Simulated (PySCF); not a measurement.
## Computed beside measured shifts: [1,1'-Biphenyl]-3-carbonyl fluoride (2h) (C13H9FO)

System: [1,1'-Biphenyl]-3-carbonyl fluoride (2h) (C13H9FO), SMILES O=C(F)c1cccc(-c2ccccc2)c1.

Atom-mapped SMILES (hydrogens are numbered by the atom that bears them): [O:1]=[C:2]([F:3])[c:4]1[cH:5][cH:6][cH:7][c:8](-[c:9]2[cH:10][cH:11][cH:12][cH:13][cH:14]2)[cH:15]1

Computed with GIAO PBE0/pcSseg-2, gas phase, PySCF SCF with an in-house response code, fitting set def2-universal-JFIT up to Ne and JKFIT beyond, grid level 2, non-relativistic, geometry: PBE0-D3(BJ)/def2-SVP.

One optimised conformer. Values are averaged over the atoms that symmetry or fast rotation interchanges, on this one geometry and without vibrational averaging. Shifts are the reference shielding less the shielding here, at the same level (13C, 1H against isolated TMS; 19F against isolated CFCl3; 17O against isolated H2O); nuclei without a reference have shieldings only.

Problem. What shifts does this level give for F3, and how do they compare with measurement?

Solution. 
| atom | nucleus | computed / ppm | measured / ppm | computed less measured | measured against | medium of the measurement |
| --- | --- | --- | --- | --- | --- | --- |
| F3 | 19F | 12.9 | 18.7 | -5.8 | CFCl3 | CDCl3 |

Computed 19F and 31P shifts carry an offset from the reference molecule (CFCl3 is hard for DFT, lone H3PO4 or PH3 isn't the 85 % acid), so differences between compounds are more accurate than the values.

Measured values: Mengjie Cen, Xi Yang, Shanshan Zhang, Liguang Gan, Long Liu, Tieqiao Chen, Facile synthesis of acyl fluorides through deoxyfluorination of carboxylic acids.
